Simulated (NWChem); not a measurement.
System: CH$_{5}$GaN, doublet; SMILES [CH3][Ga][NH2]

NWChem input:

```
start job
memory heap 200 mb stack 900 mb global 1100 mb
geometry units angstroms noautoz
  Ga     0.175093     0.034933     0.523091
  C     -0.651388    -1.758046     0.067742
  H      0.089082    -2.390467    -0.429334
  H     -1.510232    -1.596449    -0.592611
  H     -0.978551    -2.249123     0.988608
  N     -0.727378     1.541519    -0.072193
  H     -1.460184     1.503446    -0.773765
  H     -0.357207     2.478606     0.027102
end
basis spherical
  * library 3-21g
end
dft
  odft
  mult 2
  xc xtpss03 ctpss03
  iterations 150
  mulliken
end
task dft energy
```

All runs use the structure optimised with B3LYP/6-31G* (spherical d), spin-unrestricted. This spin state was assumed; another may lie lower. No stability test was run on the SCF state.

Give the results of this calculation. (TPSS/3-21G, spin-unrestricted.) Quantities: basis functions; energy (Ha); highest occupied level (eV); lowest empty minus highest occupied level, either spin (eV); dipole (D); <S²>.


| Property | Value |
|---|---|
| number of basis functions | 50 |
| energy (Ha) | -2010.72 |
| highest occupied level (eV) | -4.08 |
| lowest empty minus highest occupied level, either spin (eV) | 1.34 |
| dipole (D) | 1.42 |
| <S²> | 0.753 |
